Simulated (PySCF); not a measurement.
## Low-lying terms of Ge²⁺ (germanium, charge +2)

Ground state [Ar] 3d10 4s2, ¹S. All numbers are calculated (PySCF 2.14, no relativity, point nucleus, in def2-TZVP (6s5p4d1f, 48 functions)). Vertical excitation energies in eV without spin-orbit coupling; excited terms of each kind are numbered among those the solver found. Frozen: [Ar].

| term | leading excitation | EOM-EE-CCSD |
| --- | --- | --- |
| 1 3P° | 4s → p | 7.169 |
| 1 1P° | 4s → p | 11.045 |
| 1 3D | 4s → d | 19.605 |
| 1 3S | 4s → s | 20.313 |
| 1 1S | 4s → s | 21.479 |
| 1 1D | 4s → d | 22.061 |
| 2 3P° | 4s → p | 23.212 |
| 2 1P° | 4s → p | 23.712 |
| 1 3F° | 3d → p | 32.942 |
| 1 1F° | 3d → p | 33.273 |

Only the lower part of the computed list is shown. Doubly excited terms such as np² are absent. The solver can miss terms. Rydberg members are limited by the diffuse functions of the basis.
